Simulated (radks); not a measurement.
Br+, configuration [Ar] 3d9 4s2 4p5 (not the ground configuration).

Method: Dirac Kohn-Sham, PBE, spin-unpolarised, spherical densities, point nucleus; open shells fill j = l - 1/2 first; computed with a radial shooting solver on a logarithmic mesh with Libxc functionals.

Energy parts (eV):
part                       energy
total                  -70851.204
kinetic                 72660.724
electron-nucleus      -170397.883
Hartree                 29367.464
exchange-correlation    -2481.510

Orbitals (lengths in bohr, moments of r in powers of bohr; r(90%) holds 90 % of the orbital's charge):
| orbital | occ. | eigenvalue (eV) | r(90%) | <r^4> | <1/r> |
|---|---|---|---|---|---|
| 1s1/2 | 2 | -13340.35 | 0.0764 | 0.00001561 | 35.66 |
| 2s1/2 | 2 | -1760.773 | 0.293 | 0.003097 | 7.956 |
| 2p1/2 | 2 | -1588.267 | 0.266 | 0.002133 | 7.922 |
| 2p3/2 | 4 | -1540.782 | 0.272 | 0.002306 | 7.662 |
| 3s1/2 | 2 | -262.3458 | 0.813 | 0.1865 | 2.629 |
| 3p1/2 | 2 | -202.3025 | 0.839 | 0.2114 | 2.516 |
| 3p3/2 | 4 | -195.2988 | 0.854 | 0.2269 | 2.454 |
| 3d3/2 | 4 | -91.3347 | 0.931 | 0.3359 | 2.212 |
| 3d5/2 | 5 | -90.1914 | 0.937 | 0.3444 | 2.196 |
| 4s1/2 | 2 | -33.0816 | 2.32 | 12.46 | 0.8502 |
| 4p1/2 | 2 | -19.7277 | 2.77 | 25.53 | 0.7202 |
| 4p3/2 | 3 | -19.0701 | 2.83 | 27.54 | 0.7049 |

The highest occupied level is 4p3/2 at -19.070 eV. The density falls to 0.001 e/bohr^3 at r = 3.77 bohr. Summed over all electrons, <r^2> = 32.36 bohr^2, which gives a Langevin (diamagnetic) susceptibility term of -25.6 x 10^-6 cm^3/mol.
